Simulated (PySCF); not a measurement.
Ligand exchange on a metal centre used in film growth or etching (Mo F-NH2). All species are isolated molecules in the gas phase. One relaxed conformer stands for each flexible species; it need not be the lowest.

All values below come from B3LYP-D3(BJ)/def2-TZVP // BP86-D3(BJ)/def2-SVP in PySCF. B3LYP has the VWN-RPA correlation part, as in Gaussian. 

```csv
species,HOMO–LUMO gap (eV),LUMO (eV)
1 of 6 F replaced by NH2 ([Mo(F)5(NH2)]),(withheld),-5.41
2 of 6 F replaced by NH2 ([Mo(F)4(NH2)2]),4.19,-4.47
3 of 6 F replaced by NH2 ([Mo(F)3(NH2)3]),4.38,-3.40
5 of 6 F replaced by NH2,(withheld),-2.56
```

### Question
Complete the blanks.

### Answer

- 1 of 6 F replaced by NH2 ([Mo(F)5(NH2)]), HOMO–LUMO gap (eV): 3.94
- 5 of 6 F replaced by NH2, HOMO–LUMO gap (eV): 3.73
